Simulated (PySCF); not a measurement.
# Zn: ionisation energy

Zn [Ar] 3d10 4s2 (1S) → Zn⁺ [Ar] 3d10 4s1 (2S), as a difference of total energies. All numbers are calculated (PySCF 2.14, scalar relativity by spin-free X2C-1e, in cc-pVTZ-DK (7s6p4d2f1g, 68 functions)). Correlated levels: valence: [Ar] frozen. The calculations carry no spin-orbit coupling.

| method | ionisation energy (eV) |
| --- | --- |
| UHF | 7.777 |
| TPSS | 9.354 |
| M06-L | 9.434 |
| MP2 (valence) | 9.031 |
| SCS-MP2 (valence) | 9.045 |

Problem. How much does correlation contribute at MP2 (valence)?

Solution. 9.031 − (7.777) = 1.254 eV, measured against UHF.

Errors of the correlated levels include the incompleteness of this basis and the frozen core.

MP2 underrates the near-degeneracy of ns² with np² in the lower species.

For comparison: 9.394 eV (measured; NIST Atomic Spectra Database, ionization energies).
